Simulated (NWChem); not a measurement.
**bromine (Br2) in NWChem**

```xyz
2

Br     0.0000     0.0000     1.1492
Br     0.0000     0.0000    -1.1492
```
Charge 0, spin multiplicity 1.

Everything below was run with NWChem. The geometry was optimised at PBE0/def2-SVP, a minimum by its harmonic frequencies.

Symmetry labels belong to the abelian group D2h used in the runs, with the axes of the coordinates shown; states degenerate in a higher group split over its labels.

The Hamiltonian is non-relativistic.

List the lowest 6 singlet excitations that TD-PBE/def2-SVPD gives, with oscillator strengths.


| state | symmetry | energy (eV) | wavelength (nm) | f |
|---|---|---|---|---|
| 1 | b2u | 2.55 | 487 | 0.001 |
| 2 | b3u | 2.55 | 487 | 0.001 |
| 3 | b3g | 4.56 | 272 | 0.000 |
| 4 | b2g | 4.56 | 272 | 0.000 |
| 5 | b3g | 7.06 | 176 | 0.000 |
| 6 | b2g | 7.06 | 176 | 0.000 |
